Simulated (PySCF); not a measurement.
C₂H₆AlF, charge +1, doublet, geometry from GFN2-xTB (such geometries of metal compounds can be far from the true shape) (a state made from the parent by changing its charge; the spin is typed, not shown lowest); CCSD(T)/STO-3G run with PySCF.

Input for PySCF:
```python
from pyscf import gto, scf, cc

mol = gto.Mole()
mol.atom = '''
    Al   -0.06741653    0.04317842   -0.06464490
    C     1.85482616   -0.18710113   -0.67645760
    H     2.10559574   -1.24991540   -0.63855570
    H     2.50181800    0.39160797   -0.01275179
    H     1.87397695    0.20006243   -1.70276199
    C    -0.67087180   -0.54759081    1.78120824
    H    -1.39408602   -1.35604266    1.63071577
    H    -1.16371343    0.32057187    2.23272607
    H     0.19716197   -0.87626400    2.35543033
    F    -1.14978493    0.71297911   -1.07254696
'''
mol.basis = 'sto-3g'
mol.charge = 1
mol.spin = 1
mol.verbose = 4
mol.build()

mf = scf.UHF(mol)
mf.kernel()

mycc = cc.CCSD(mf, frozen=8)
mycc.kernel()
et = mycc.ccsd_t()
print('E(CCSD(T)) = %.10f' % (mycc.e_tot + et))
```

What the program printed (banner, timings and long lists left out):

```
PySCF version 2.14.0

[INPUT] verbose = 4
[INPUT] num. atoms = 10
[INPUT] num. electrons = 39
[INPUT] charge = 1
[INPUT] spin (= nelec alpha-beta = 2S) = 1
[INPUT] symmetry False subgroup None
[INPUT] Mole.unit = angstrom
[INPUT] Symbol           X                Y                Z      unit          X                Y                Z       unit  Magmom
[...]
nuclear repulsion = 151.422403879018
number of shells = 20
number of NR pGTOs = 90
number of NR cGTOs = 30
basis = sto-3g
ecp = {}

******** <class 'pyscf.scf.uhf.UHF'> ********
method = UHF
initial guess = minao
damping factor = 0
level_shift factor = 0
DIIS = <class 'pyscf.scf.diis.CDIIS'>
diis_start_cycle = 1
diis_space = 8
diis_damp = 0
SCF conv_tol = 1e-09
SCF conv_tol_grad = None
SCF max_cycles = 50
direct_scf = True
direct_scf_tol = 1e-13
number electrons alpha = 20  beta = 19
Set gradient conv threshold to 3.16228e-05
init E= -415.058667815897

cycle= 1 E= -415.057472099252  delta_E= 0.0012  |g|= 0.317  |ddm|= 2.39
cycle= 2 E= -415.151656114422  delta_E= -0.0942  |g|= 0.155  |ddm|= 0.787
cycle= 3 E= -415.171092552866  delta_E= -0.0194  |g|= 0.0394  |ddm|= 0.241
cycle= 4 E= -415.174103360034  delta_E= -0.00301  |g|= 0.0166  |ddm|= 0.116
cycle= 5 E= -415.17492286464  delta_E= -0.00082  |g|= 0.00626  |ddm|= 0.0764
cycle= 6 E= -415.175032557829  delta_E= -0.00011  |g|= 0.00261  |ddm|= 0.0284
cycle= 7 E= -415.17505309935  delta_E= -2.05e-05  |g|= 0.00116  |ddm|= 0.0104
cycle= 8 E= -415.175058450646  delta_E= -5.35e-06  |g|= 0.000364  |ddm|= 0.00666
cycle= 9 E= -415.17505892011  delta_E= -4.69e-07  |g|= 0.000141  |ddm|= 0.00187
cycle= 10 E= -415.175058987274  delta_E= -6.72e-08  |g|= 5.03e-05  |ddm|= 0.000728
cycle= 11 E= -415.17505899613  delta_E= -8.86e-09  |g|= 1.89e-05  |ddm|= 0.000278
cycle= 12 E= -415.175058997766  delta_E= -1.64e-09  |g|= 1.12e-05  |ddm|= 0.000102
cycle= 13 E= -415.17505899826  delta_E= -4.94e-10  |g|= 8.22e-06  |ddm|= 4.45e-05
Extra cycle  E= -415.175058998499  delta_E= -2.39e-10  |g|= 7.11e-06  |ddm|= 2.43e-05
converged SCF energy = -415.175058998499  <S^2> = 0.84130328  2S+1 = 2.0893092

******** <class 'pyscf.cc.uccsd.UCCSD'> ********
CC2 = 0
CCSD nocc = (np.int64(12), np.int64(11)), nmo = (22, 22)
frozen orbitals 8
max_cycle = 50
direct = 0
conv_tol = 1e-07
conv_tol_normt = 1e-06
diis_space = 6
diis_start_cycle = 0
diis_start_energy_diff = 1e+09
Init t2, MP2 energy = -0.152332953429691
Init E_corr(UCCSD) = -0.152332953535114
cycle = 1  E_corr(UCCSD) = -0.17711054665766  dE = -0.0247775931  norm(t1,t2) = 0.133724
cycle = 2  E_corr(UCCSD) = -0.194107695079499  dE = -0.0169971484  norm(t1,t2) = 0.0556174
cycle = 3  E_corr(UCCSD) = -0.195392617920066  dE = -0.00128492284  norm(t1,t2) = 0.0503148
cycle = 4  E_corr(UCCSD) = -0.204700435785314  dE = -0.00930781787  norm(t1,t2) = 0.031199
cycle = 5  E_corr(UCCSD) = -0.204746438822551  dE = -4.60030372e-05  norm(t1,t2) = 0.0170119
cycle = 6  E_corr(UCCSD) = -0.204744959284665  dE = 1.47953789e-06  norm(t1,t2) = 0.00971228
cycle = 7  E_corr(UCCSD) = -0.205251604097042  dE = -0.000506644812  norm(t1,t2) = 0.00632921
cycle = 8  E_corr(UCCSD) = -0.205109083531344  dE = 0.000142520566  norm(t1,t2) = 0.00150502
cycle = 9  E_corr(UCCSD) = -0.205111611651529  dE = -2.52812019e-06  norm(t1,t2) = 0.000692758
cycle = 10  E_corr(UCCSD) = -0.205096077980156  dE = 1.55336714e-05  norm(t1,t2) = 0.000331155
cycle = 11  E_corr(UCCSD) = -0.205104303856264  dE = -8.22587611e-06  norm(t1,t2) = 0.00010629
cycle = 12  E_corr(UCCSD) = -0.205107159657832  dE = -2.85580157e-06  norm(t1,t2) = 5.74636e-05
cycle = 13  E_corr(UCCSD) = -0.20510748339059  dE = -3.23732758e-07  norm(t1,t2) = 2.09746e-05
cycle = 14  E_corr(UCCSD) = -0.205106902241765  dE = 5.81148825e-07  norm(t1,t2) = 7.59728e-06
cycle = 15  E_corr(UCCSD) = -0.205106765688609  dE = 1.36553156e-07  norm(t1,t2) = 4.61561e-06
cycle = 16  E_corr(UCCSD) = -0.20510680514345  dE = -3.94548408e-08  norm(t1,t2) = 2.66728e-06
cycle = 17  E_corr(UCCSD) = -0.205106939309996  dE = -1.34166546e-07  norm(t1,t2) = 1.3463e-06
cycle = 18  E_corr(UCCSD) = -0.205106999066737  dE = -5.97567409e-08  norm(t1,t2) = 9.62489e-07
UCCSD converged
E(UCCSD) = -415.3801659975658  E_corr = -0.2051069990667371
UCCSD(T) correction = -0.0101803096929435
E(CCSD(T)) = -415.3903463073
```
